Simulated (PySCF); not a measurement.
# MF anions for M along group 15

CCSD(T) with triple-zeta basis sets in PySCF, for the lowest determinant that a PBE0 search found; no spin–orbit coupling. De refers to high-spin ground-configuration atoms (the charge goes to the atom of lower measured ionisation energy or higher electron affinity, which is not always the lowest computed limit).

```json
{"M": "P", "basis": "def2-TZVPPD", "reference, frozen orbitals": "UHF, 6", "charged atom": "F−", "state (unpaired electrons)": "doublet (π ↑)", "Re (Å)": "1.714", "ωe (cm⁻¹)": "628", "De (eV)": "1.62"}
{"M": "Sb", "basis": "def2-TZVPPD", "reference, frozen orbitals": "UHF, 5", "charged atom": "F−", "state (unpaired electrons)": "doublet (π ↑)", "Re (Å)": "2.018", "ωe (cm⁻¹)": "481", "De (eV)": "1.62"}
```

**Question.** The row for M = As is missing. Estimate Re, ωe and De as the mean of the rows for P and Sb, and compare with the calculation.

**Answer.** The means are 1.866 Å, 554 cm⁻¹ and 1.62 eV. UHF-CCSD(T) in def2-TZVPPD gives AsF⁻ as a doublet (π ↑) with Re = 1.854 Å, ωe = 527 cm⁻¹, De = 1.39 eV, so the estimate is off by +1.2 pm, +5 % and +0.23 eV.

Correlated steps freeze the inner cores (5 to 10 orbitals); shallow outer-core shells are correlated. These are scalar-relativistic numbers at best; spin–orbit coupling would shift them, the dissociation energy most. For an ion De counts to the pair picked by the measured ionisation energies or electron affinities, which need not be the lowest pair at this level. States were picked by a PBE0 search and need not be the measured ground states.
